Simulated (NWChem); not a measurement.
Everything below was run with NWChem. System: BrCl, charge 0, spin multiplicity 1, displaced from the optimised geometry. Level: RHF/def2-SVP, spin-restricted.

Job file:

```
start mol
memory heap 200 mb stack 900 mb global 1100 mb
geometry units angstroms nocenter noautoz noautosym
  Cl     0.000000     0.000000     4.770466
  Br     0.000000     0.000000    -0.717681
end
basis spherical
  * library def2-svp
end
scf
  rhf
  nopen 0
  maxiter 100
  thresh 1e-7
  semidirect memsize 60000000 filesize 0
end
task scf energy
```

NWChem printed:

```
             Northwest Computational Chemistry Package (NWChem) 7.3.0
             --------------------------------------------------------

                                NWChem Input Module
                                -------------------

 Scaling coordinates for geometry "geometry" by  1.889725989
 (inverse scale =  0.529177249)

                             Geometry "geometry" -> ""
                             -------------------------

 Output coordinates in angstroms (scale by  1.889725989 to convert to a.u.)

  No.       Tag          Charge          X              Y              Z
 ---- ---------------- ---------- -------------- -------------- --------------
    1 Cl                  17.0000     0.00000000     0.00000000     4.77046600
    2 Br                  35.0000     0.00000000     0.00000000    -0.71768100

 Effective nuclear repulsion energy (a.u.)      57.3709966506

            Nuclear Dipole moment (a.u.)
            ----------------------------
        X                 Y               Z
 ---------------- ---------------- ----------------
     0.0000000000     0.0000000000   105.7851355209


 Summary of "ao basis" -> "" (spherical)
 ------------------------------------------------------------------------------
       Tag                 Description            Shells   Functions and Types
 ---------------- ------------------------------  ------  ---------------------
 *                          def2-svp                  on all atoms

 Summary of "ao basis" -> "ao basis" (spherical)
 ------------------------------------------------------------------------------
       Tag                 Description            Shells   Functions and Types
 ---------------- ------------------------------  ------  ---------------------
 Cl                         def2-svp                 8       18   4s3p1d
 Br                         def2-svp                12       32   5s4p3d

                                 NWChem SCF Module
                                 -----------------

  ao basis        = "ao basis"
  functions       =    50
  atoms           =     2
  closed shells   =    26
  open shells     =     0
  charge          =   0.00
  wavefunction    = RHF
  use symmetry    = F
  symmetry adapt  = F

 Summary of "ao basis" -> "ao basis" (spherical)
 ------------------------------------------------------------------------------
       Tag                 Description            Shells   Functions and Types
 ---------------- ------------------------------  ------  ---------------------
 Cl                         def2-svp                 8       18   4s3p1d
 Br                         def2-svp                12       32   5s4p3d

 Forming initial guess at       0.1s

      Superposition of Atomic Density Guess
      -------------------------------------

 Sum of atomic energies:       -3031.40932772

      Non-variational initial energy
      ------------------------------

 Total energy =   -3031.022041
 1-e energy   =   -4331.194821
 2-e energy   =    1242.801783
 HOMO         =      -0.383236
 LUMO         =      -0.383228

 Starting SCF solution at       0.5s

 ----------------------------------------------
         Quadratically convergent ROHF

 Convergence threshold     :          1.000E-07
 Maximum no. of iterations :          100
 Final Fock-matrix accuracy:          1.000E-09
 ----------------------------------------------

              iter       energy          gnorm     gmax       time
             ----- ------------------- --------- --------- --------
[...]
                 1    -3031.0102668520  9.01D-01  3.23D-01      0.5
  Setting level-shift to   3.14 to force positive preconditioner
                 2    -3031.0658596232  3.08D-01  9.83D-02      0.5
  Setting level-shift to   2.70 to force positive preconditioner
                 3    -3031.0689177396  1.71D-01  6.39D-02      0.5
  Setting level-shift to   2.69 to force positive preconditioner
                 4    -3031.0814848457  1.13D+00  4.08D-01      0.5
  Setting level-shift to   2.31 to force positive preconditioner
                 5    -3031.1269844693  8.18D-01  2.96D-01      0.5
  Setting level-shift to   2.10 to force positive preconditioner
                 6    -3031.1675295453  7.99D-01  2.72D-01      0.5
                 7    -3031.1754260429  8.90D-01  2.97D-01      0.5
                 8    -3031.1962397033  1.08D-01  3.22D-02      0.5
                 9    -3031.1967532725  1.90D-03  8.37D-04      0.6
                10    -3031.1967538260  1.51D-06  8.66D-07      0.6
                11    -3031.1967538260  1.29D-09  5.06D-10      0.6

       Final RHF  results
       ------------------

         Total SCF energy =  -3031.196753826016
      One-electron energy =  -4330.204542943516
      Two-electron energy =   1241.636792466932
 Nuclear repulsion energy =     57.370996650567

        Time for solution =      0.1s

             Final eigenvalues
             -----------------

              1
    1 -490.0386
    2 -104.8317
    3  -65.2052
    4  -58.5780
    5  -58.5751
    6  -58.5751
    7  -10.5887
    8   -9.8944
    9   -8.0635
   10   -8.0592
   11   -8.0592
   12   -7.5131
   13   -7.4995
   14   -7.4995
   15   -3.2562
   16   -3.2510
   17   -3.2510
   18   -3.2353
   19   -3.2353
   20   -1.0503
   21   -1.0071
   22   -0.4720
   23   -0.4720
   24   -0.4593
   25   -0.4593
   26   -0.3356
   27   -0.2341
   28    0.4398
   29    0.6305
   30    0.6916
   31    0.6944
   32    0.6944
   33    0.7029
   34    0.7029
   35    0.7857
   36    0.7933

                       ROHF Final Molecular Orbital Analysis
                       -------------------------------------

 Vector   24  Occ=2.000000D+00  E=-4.593202D-01
              MO Center= -6.2D-14, -6.1D-14, -7.2D-01, r^2= 1.4D+00
   Bfn.  Coefficient  Atom+Function         Bfn.  Coefficient  Atom+Function
  ----- ------------  ---------------      ----- ------------  ---------------
    33      0.443674  2 Br px                34      0.413378  2 Br py
    30      0.403314  2 Br px                31      0.375775  2 Br py
    27     -0.262246  2 Br px                28     -0.244339  2 Br py

 Vector   25  Occ=2.000000D+00  E=-4.593202D-01
              MO Center=  3.5D-14, -4.1D-14, -7.2D-01, r^2= 1.4D+00
   Bfn.  Coefficient  Atom+Function         Bfn.  Coefficient  Atom+Function
  ----- ------------  ---------------      ----- ------------  ---------------
    34     -0.443674  2 Br py                33      0.413378  2 Br px
    31     -0.403314  2 Br py                30      0.375775  2 Br px
    28      0.262246  2 Br py                27     -0.244339  2 Br px

 Vector   26  Occ=2.000000D+00  E=-3.356050D-01
              MO Center= -4.5D-14,  1.2D-13,  2.2D+00, r^2= 8.8D+00
   Bfn.  Coefficient  Atom+Function         Bfn.  Coefficient  Atom+Function
  ----- ------------  ---------------      ----- ------------  ---------------
    13      0.506467  1 Cl pz                35     -0.449935  2 Br pz
    32     -0.340628  2 Br pz                10      0.319423  1 Cl pz
    29      0.234038  2 Br pz                 7      0.192145  1 Cl pz

 Vector   27  Occ=0.000000D+00  E=-2.340521D-01
              MO Center= -1.3D-13,  3.4D-13,  1.9D+00, r^2= 8.8D+00
   Bfn.  Coefficient  Atom+Function         Bfn.  Coefficient  Atom+Function
  ----- ------------  ---------------      ----- ------------  ---------------
    13      0.478722  1 Cl pz                35      0.472111  2 Br pz
    32      0.363092  2 Br pz                10      0.304676  1 Cl pz
    29     -0.248310  2 Br pz                 7      0.182739  1 Cl pz

 Vector   28  Occ=0.000000D+00  E= 4.398408D-01
              MO Center=  4.6D-14,  6.2D-14, -7.2D-01, r^2= 2.7D+00
   Bfn.  Coefficient  Atom+Function         Bfn.  Coefficient  Atom+Function
  ----- ------------  ---------------      ----- ------------  ---------------
    22      2.090462  2 Br s                 23     -1.944722  2 Br s
    21     -0.606839  2 Br s

 Vector   29  Occ=0.000000D+00  E= 6.304670D-01
              MO Center= -5.3D-14,  1.5D-13,  4.8D+00, r^2= 2.0D+00
   Bfn.  Coefficient  Atom+Function         Bfn.  Coefficient  Atom+Function
  ----- ------------  ---------------      ----- ------------  ---------------
     3      2.090584  1 Cl s                  4     -1.928023  1 Cl s
     2     -0.566968  1 Cl s

 center of mass
 --------------
 x =   0.00000000 y =   0.00000000 z =   1.80053742

 moments of inertia (a.u.)
 ------------------
        2616.388889901160           0.000000000000           0.000000000000
           0.000000000000        2616.388889901160           0.000000000000
           0.000000000000           0.000000000000           0.000000000000

  Mulliken analysis of the total density
  --------------------------------------

    Atom       Charge   Shell Charges
 -----------   ------   -------------------------------------------------------
    1 Cl  17    17.05   2.00  1.99  1.26  0.75  5.94  1.98  3.14  0.00
    2 Br  35    34.95   2.00  2.00  2.00  1.42  0.58  6.00  5.99  2.16  2.80  8.23  1.73  0.04

       Multipole analysis of the density wrt the origin
       ------------------------------------------------

     L   x y z        total         open         nuclear
     -   - - -        -----         ----         -------
     0   0 0 0     -0.000000      0.000000     52.000000

     1   1 0 0      0.000000      0.000000      0.000000
     1   0 1 0      0.000000      0.000000      0.000000
     1   0 0 1     -0.557224      0.000000    105.785136

     2   2 0 0    -23.488318      0.000000      0.000000
     2   1 1 0     -0.000000      0.000000      0.000000
     2   1 0 1     -0.000000      0.000000      0.000000
     2   0 2 0    -23.488318      0.000000      0.000000
     2   0 1 1      0.000000      0.000000      0.000000
     2   0 0 2    -24.174022      0.000000   1445.931761

 Task  times  cpu:        0.6s     wall:        0.6s

 Total times  cpu:        0.6s     wall:        0.6s
```
